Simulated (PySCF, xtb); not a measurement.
BrFH₃NSi, SMILES F[SiH](Br)N. The values are those of a single conformer.

Harmonic wavenumbers (cm⁻¹) from GFN2-xTB in xtb at its own minimum, in rising order: 143, 162, 226, 275, 428, 463, 665, 677, 785, 855, 962, 1500, 2410, 3498, 3536.

### Question
What does PBE-D3(BJ)/def2-SVP (PySCF) give at its own minimum? (The exact figures need the calculation; the answer reports its results.)

### Answer
141, 212, 253, 313, 343, 427, 669, 807, 837, 864, 931, 1476, 2238, 3498, 3601. Paired by order, the mean absolute difference is 48 cm⁻¹ and the zero-point energies are 23.7 and 23.7 kcal/mol.
